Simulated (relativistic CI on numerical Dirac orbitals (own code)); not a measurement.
# How well does a small relativistic CI reproduce Be?

Method of calculation: Dirac-Coulomb-Breit CI, orbitals from a KLI potential per configuration, model QED, valence Slater integrals scaled by 0.85, P86 correlation energy added to each configuration (own radial code, finite nucleus).

Configuration list (outside the closed core 1s2): 2s², 2s2p, 2s3s, 2p², 2s3p, 2s3d, 2p3s, 2s4s, 2s4p, 2s4d, 2s4f, 2p3p, 2s5s, 2s5p, 2s5d, 2s5f, 2s5g, 3s², 3s3p. Levels of other configurations are missing.

```
Configuration  Term (tabulated)  J  Measured (cm⁻¹)  Computed  Error  Purity (%)
          2s²                1S  0              0.0         0      0          92
         2s2p               3P°  0          21978.3     21622   -357         100
         2s2p               3P°  1          21978.9     21622   -357         100
         2s2p               3P°  2          21981.3     21623   -358         100
         2s2p               1P°  1          42565.3     44499   1934          88
         2s3s                3S  1          52080.9     52078     -3          99
         2s3s                1S  0          54677.3     54407   -270          97
          2p²                3P  0          59693.7     59959    265         100
          2p²                3P  1          59695.1     59960    265         100
          2p²                3P  2          59697.1     59961    264         100
         2s3p               1P°  1          60187.3     61385   1198          86
         2s3d                3D  1          62053.7     62231    178          99
         2s3d                3D  2          62053.7     62231    177          99
         2s3d                3D  3          62053.7     62231    177          99
```

Measured levels from NIST Handbook of Basic Atomic Spectroscopic Data (Sansonetti and Martin, J. Phys. Chem. Ref. Data 34, 1559 (2005)); pairs were made by configuration, J and term (by order where the table uses no LS term), so strongly mixed levels may be paired wrongly.

Mean error by configuration (cm⁻¹): 2s2p 215; 2s3s -136; 2p² 265; 2s3p 1198; 2s3d 177. Over the excited levels the mean absolute error is 446 cm⁻¹ (13 of the 13 excited levels that our extract of the source holds in range could be paired), and the median relative error of those above 1,000 cm⁻¹ is 0.44 %.

Transition probabilities of persistent lines. The last column rescales the computed rate by the cube of measured over computed energy:

```
λ measured (Å)      Lower      Upper  A tabulated (s⁻¹)  A computed  A rescaled
1661.48 vacuum    2s² ¹S0  2s3p ¹P°1           7.26e+06    2.12e+07    2.00e+07
   2348.61 air    2s² ¹S0  2s2p ¹P°1           5.53e+08    6.26e+08    5.48e+08
   2494.73 air  2s2p ³P°2   2s3d ³D3           1.60e+08    1.74e+08    1.67e+08
```
